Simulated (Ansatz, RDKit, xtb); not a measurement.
Pair of molecules: C2H4 (SMILES C=C) (first 6 atoms) with C2H6O (SMILES COC); geometry from B3LYP-D3(BJ)/def2-TZVP.
(charge 0, multiplicity 1):
| atom | x (Å) | y (Å) | z (Å) |
|---|---|---|---|
| C | -0.4438 | 0.2633 | 0.8613 |
| C | 0.7143 | -0.1490 | 0.3659 |
| H | -0.8217 | -0.1025 | 1.8083 |
| H | -1.0555 | 0.9864 | 0.3343 |
| H | 1.0965 | 0.2170 | -0.5796 |
| H | 1.3275 | -0.8756 | 0.8856 |
| C | -0.5589 | 1.0341 | 4.5567 |
| O | -0.5354 | -0.3403 | 4.2367 |
| C | 0.7724 | -0.8704 | 4.2416 |
| H | 0.0159 | 1.6223 | 3.8301 |
| H | -0.1486 | 1.2172 | 5.5582 |
| H | -1.5988 | 1.3563 | 4.5340 |
| H | 1.4141 | -0.3545 | 3.5164 |
| H | 0.6987 | -1.9224 | 3.9698 |
| H | 1.2323 | -0.7880 | 5.2350 |

Interaction energies are E(AB) − E(A) − E(B) at the monomers' geometry in the complex; basis-set methods are counterpoise corrected. RDKit's UFF carries no charges.

Run with Ansatz (an electronic-structure program); RDKit for the force fields; xtb for the GFN methods. Values without a source in brackets are computed.

Problem. One of these levels gives -1.31 kcal/mol for the interaction energy. Name it.
(A) GFN2-xTB
(B) UFF
(C) GFN1-xTB
(D) HF/aug-cc-pVDZ

Solution. C, GFN1-xTB. The others give -0.81 (UFF), -1.68 (GFN2-xTB), 0.46 (HF/aug-cc-pVDZ)
